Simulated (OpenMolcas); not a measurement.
Sn I: from CASSCF to CASPT2

- Program: OpenMolcas 26.06
- Basis: ANO-RCC-VQZP [8s7p5d3f2g]
- Scalar Hamiltonian: DKH2, point nucleus
- Active space: 2 electrons in 3 orbitals (5p)
- State averaging: 2S+1 = 3 even, 3 roots; 2S+1 = 1 even, 6 roots
- Spin-orbit coupling: state interaction with AMFI integrals over the reference wave functions, term energies averaged over their components

Methods on the same reference wave functions:
A. CASSCF
B. SS-CASPT2, IPEA 0.25 Eh, imaginary shift 0.1 Eh (closed shells correlated: 4d 5s)

Energies in eV above 5s² 5p² ³P₀, the measured ground level; measured values from NIST Handbook of Basic Atomic Spectroscopic Data.

```
      Level       A       B  Measured
5s² 5p² ³P₀  0.0000  0.0000    0.0000
5s² 5p² ³P₁  0.1690  0.1828    0.2098
5s² 5p² ³P₂  0.3826   0.381    0.4250
5s² 5p² ¹D₂  1.2764   1.027    1.0679
5s² 5p² ¹S₀  2.6732   2.074    2.1279
```

Deviations, from unrounded energies. A percentage is the sum of absolute deviations over the sum of measured energies, with the sign that they share, or ± where signs differ.

```csv
Against measurement,Levels,A,B
mean absolute deviation (cm-1),4,1700,330
fine structure of the ground term (%),2,-13.1,-11.2
other terms of the ground configuration (%),2,+23.6,-3.0
```

B lies closest to measurement on these levels. The largest miss of B in the table is 5s² 5p² ¹S₀, by -440 cm-1. The ranking rests on the paired levels alone, and a cruder setting can come out closer through cancelling errors.

From A to B the spin-free energies of the other terms of 5s² 5p² shown, above ³P, scale by factors of 0.71 to 0.73.

The lowest spin-free term lies below A's lowest term by 0.500 hartree in B.

Term energies are means over components that CASPT2 splits; among the terms shown or strongly mixed into the levels shown the widest spread is 76 cm-1 (5s² 5p² ¹D, B). With the s shell closed, the reference lacks s² → p² mixing. Computed and measured levels are paired by configuration, term and J; levels that our copy of the source lacks, or whose pairing is in doubt (as where it misses far off the trend of its configuration), stay unpaired and out of the deviations. Only configurations of the active space appear.
